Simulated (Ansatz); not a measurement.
C$_{2}$H$_{9}$AlClN, SMILES `[CH3][Al-]([CH3])([NH3+])[Cl]`, relaxed with RKS PBE-D4/def2-SVP in the Gaussian-basis code of Ansatz from a rough embedded geometry. The force threshold is 0.03 eV/Å; the program also tests the step.

Total charge 0; spin multiplicity 1.

Start:

```xyz
14

C    -1.619    0.063    0.817
Al   -0.069    0.362   -0.302
C     1.480    0.635    0.873
N     0.282   -1.130   -1.429
Cl   -0.362    2.133   -1.600
H    -1.861    0.985    1.456
H    -2.542   -0.066    0.158
H    -1.511   -0.782    1.441
H     1.348    1.568    1.549
H     2.422    0.816    0.270
H     1.655   -0.242    1.539
H     0.383   -1.993   -0.789
H     1.017   -1.027   -1.989
H    -0.622   -1.322   -1.994
```

Problem. By how much does the energy fall, and how many steps does the optimiser take? (An estimate is asked.)

Solution. The calculation gave: 92.70 kJ/mol, in 6 steps, 1 of them rejected.

Problem. Which bonds change most? (Estimate.)

Solution. Ansatz gave: Al2–N4 from 1.902 to 2.083 Å; N4–H13 from 0.930 to 1.031 Å; C1–H8 from 1.057 to 1.112 Å; N4–H14 from 1.083 to 1.031 Å.

Problem. Give the relaxed structure. (An estimate is asked.)

Solution. Ansatz gave: 
```xyz
14

C    -1.774    0.056    0.804
Al   -0.093    0.546   -0.110
C     1.617    0.665    0.872
N     0.219   -1.100   -1.347
Cl   -0.317    1.981   -1.736
H    -2.116    0.885    1.460
H    -2.608   -0.144    0.098
H    -1.666   -0.836    1.460
H     1.623    1.557    1.534
H     2.497    0.771    0.201
H     1.800   -0.213    1.530
H     0.371   -1.985   -0.841
H     1.037   -0.947   -1.955
H    -0.590   -1.236   -1.970
```
